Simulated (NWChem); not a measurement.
System: CH₄BeS₂; SMILES C[S][Be][SH]

```xyz
8

Be     0.2760    -0.4723     0.0234
S     -0.0846    -2.3445     0.0552
H     -0.0905    -2.4358    -1.2954
S      0.6577     1.3868     0.0122
C     -1.0212     2.1245     0.0136
H     -1.5935     1.8298    -0.8756
H     -0.8846     3.2139    -0.0045
H     -1.5774     1.8570     0.9216
```
Atoms are numbered in this order, from 1.

Computed with NWChem. Pople sets run with spherical d functions. All runs use the structure optimised with PBE0/def2-SVP. Vertical excitations in the gas phase.

Question: Predict the results for PBE/6-31+G*, TDA. Quantities: lowest excitation, singlet (eV); oscillator strength of that lowest state; lowest state with f > 0.02, singlet (eV); oscillator strength of that bright state; lowest triplet (eV); orbital gap (eV).

Answer: lowest excitation, singlet (eV): 4.51
oscillator strength of that lowest state: 0.001
lowest state with f > 0.02, singlet (eV): 4.88
oscillator strength of that bright state: 0.021
lowest triplet (eV): 4.23
orbital gap (eV): 4.43
